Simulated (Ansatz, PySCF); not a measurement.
Potential energy curve for OH (cation, charge +1), triplet.

Methods: ROCCSD = CCSD on ROHF/aug-cc-pVDZ, frozen core (Ansatz, an electronic-structure program); UKS-BLYP = Ansatz with unrestricted BLYP/aug-cc-pVDZ; UHF/STO-3G = unrestricted Hartree-Fock/STO-3G (PySCF).

Energies are in kJ/mol, each relative to the lowest point of its own curve near equilibrium.

```json
[
 {"R / Å": "0.79", "ROCCSD": "182.1", "UKS-BLYP": "197.0", "UHF/STO-3G": "322.0"},
 {"R / Å": "0.82", "ROCCSD": "128.9", "UKS-BLYP": "142.5", "UHF/STO-3G": "241.6"},
 {"R / Å": "0.89", "ROCCSD": "48.5", "UKS-BLYP": "58.4", "UHF/STO-3G": "?"},
 {"R / Å": "0.95", "ROCCSD": "14.2", "UKS-BLYP": "20.5", "UHF/STO-3G": "46.1"},
 {"R / Å": "0.97", "ROCCSD": "7.9", "UKS-BLYP": "12.9", "UHF/STO-3G": "31.8"},
 {"R / Å": "1.01", "ROCCSD": "1.0", "UKS-BLYP": "3.4", "UHF/STO-3G": "?"},
 {"R / Å": "1.04", "ROCCSD": "0.0", "UKS-BLYP": "0.4", "UHF/STO-3G": "3.6"},
 {"R / Å": "1.06", "ROCCSD": "0.9", "UKS-BLYP": "0.0", "UHF/STO-3G": "0.6"},
 {"R / Å": "1.10", "ROCCSD": "5.8", "UKS-BLYP": "2.3", "UHF/STO-3G": "0.0"},
 {"R / Å": "1.14", "ROCCSD": "13.9", "UKS-BLYP": "7.9", "UHF/STO-3G": "5.2"},
 {"R / Å": "1.21", "ROCCSD": "33.5", "UKS-BLYP": "23.3", "UHF/STO-3G": "24.2"},
 {"R / Å": "1.28", "ROCCSD": "57.1", "UKS-BLYP": "43.0", "UHF/STO-3G": "51.5"},
 {"R / Å": "1.38", "ROCCSD": "93.9", "UKS-BLYP": "?", "UHF/STO-3G": "96.8"},
 {"R / Å": "1.53", "ROCCSD": "149.7", "UKS-BLYP": "122.6", "UHF/STO-3G": "163.4"},
 {"R / Å": "1.71", "ROCCSD": "211.3", "UKS-BLYP": "173.2", "UHF/STO-3G": "229.0"},
 {"R / Å": "1.84", "ROCCSD": "250.6", "UKS-BLYP": "?", "UHF/STO-3G": "266.1"},
 {"R / Å": "2.05", "ROCCSD": "304.5", "UKS-BLYP": "238.6", "UHF/STO-3G": "309.6"},
 {"R / Å": "2.28", "ROCCSD": "350.9", "UKS-BLYP": "264.1", "UHF/STO-3G": "338.0"},
 {"R / Å": "2.54", "ROCCSD": "389.9", "UKS-BLYP": "?", "UHF/STO-3G": "353.7"},
 {"R / Å": "2.84", "ROCCSD": "420.5", "UKS-BLYP": "?", "UHF/STO-3G": "360.7"},
 {"R / Å": "3.10", "ROCCSD": "437.4", "UKS-BLYP": "295.0", "UHF/STO-3G": "362.8"},
 {"R / Å": "3.58", "ROCCSD": "—", "UKS-BLYP": "293.9", "UHF/STO-3G": "363.7"},
 {"R / Å": "4.10", "ROCCSD": "—", "UKS-BLYP": "288.1", "UHF/STO-3G": "363.8"}
]
```

Question: Fill in the missing entries.

Answer: 
- 0.89, UHF/STO-3G: 110.9
- 1.01, UHF/STO-3G: 11.9
- 1.38, UKS-BLYP: 74.7
- 1.84, UKS-BLYP: 202.8
- 2.54, UKS-BLYP: 281.4
- 2.84, UKS-BLYP: 291.6

A dash means that the run gave no value there, or that the column was ended at a point which the program doubted or which failed a test of continuity chosen for this set; such a test can also cut sound points.

The T1 diagnostic of CCSD on the restricted reference of ROCCSD exceeds 0.045 at 1.71 to 4.10 Å. The unrestricted determinant behind UKS-BLYP is spin-contaminated at 1.84 to 4.10 Å (<S²> up to 2.5, against 2.00 for a pure triplet). The unrestricted determinant behind UHF/STO-3G is spin-contaminated at 1.38 to 4.10 Å (<S²> up to 3.0, against 2.00 for a pure triplet).
